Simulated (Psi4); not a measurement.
Psi4 input (wB97X-D/6-311+G**):

```
memory 1500 MB

molecule {
1 2
N    -0.98707337    0.12204602    0.64401714
C     0.04891004   -0.01595210   -0.06065348
O     1.06980571   -0.08380837   -0.55735061
H    -1.94239235   -0.08814256    0.31460582
symmetry c1
no_reorient
no_com
}

set {
  basis 6-311+G**
  reference uks
  scf_type pk
  dft_radial_points 99
  dft_spherical_points 590
  e_convergence 1e-8
  d_convergence 1e-7
  maxiter 150
}

e = energy('wb97x-d')
print_out(f'\nFINAL {e:.10f} DIPOLE {variable("CURRENT DIPOLE")[0]:.6f} {variable("CURRENT DIPOLE")[1]:.6f} {variable("CURRENT DIPOLE")[2]:.6f}\n')
```

**Question.** Predict the final energy.

**Answer.** -168.24783 Eh.
